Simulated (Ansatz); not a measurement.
Start from `C[SiH](I)CF` and change one atom or group to get `O[SiH](I)CF`.

Ansatz, PBE0-D4/def2-TZVP geometries, multiplicity 1. Each molecule was computed in one conformer, which needn't be the lowest.

Elements past krypton have def2 core potentials.

| property | `C[SiH](I)CF` |
| --- | --- |
| HOMO–LUMO gap (ωB97M-V/def2-TZVPP) / eV | 11.22 |
| size of the dipole moment (B3LYP/def2-TZVPP) / D | 0.74 |
| size of the dipole moment (PBE/def2-TZVPP) / D | 0.78 |
| LUMO energy (PBE0/def2-TZVPP) / eV | -0.44 |
| HOMO–LUMO gap (B3LYP/def2-TZVPP) / eV | 6.79 |
| LUMO energy (B3LYP/def2-TZVPP) / eV | -0.65 |

Problem. What does the change do to each property? (Estimate.)

Solution. Ansatz gave: 
| property | `O[SiH](I)CF` | shift |
| --- | --- | --- |
| HOMO–LUMO gap (ωB97M-V/def2-TZVPP) / eV | 11.49 | 0.27 |
| size of the dipole moment (B3LYP/def2-TZVPP) / D | 1.42 | 0.68 |
| size of the dipole moment (PBE/def2-TZVPP) / D | 1.37 | 0.59 |
| LUMO energy (PBE0/def2-TZVPP) / eV | -0.33 | 0.11 |
| HOMO–LUMO gap (B3LYP/def2-TZVPP) / eV | 7.03 | 0.24 |
| LUMO energy (B3LYP/def2-TZVPP) / eV | -0.55 | 0.10 |

With PBE0 the HOMO falls by 0.15 eV and the LUMO rises by 0.11 eV, so the gap widens by about 0.26 eV. PBE moves the HOMO by -0.13 eV and ωB97M-V by -0.15 eV. Dipoles are sizes alone; their direction can turn.

B3LYP here is the variant with VWN-RPA as its local correlation; programs differ in this.

Spin–orbit coupling is left out; it splits and shifts lone-pair levels of the heavy atoms by tenths of an eV.
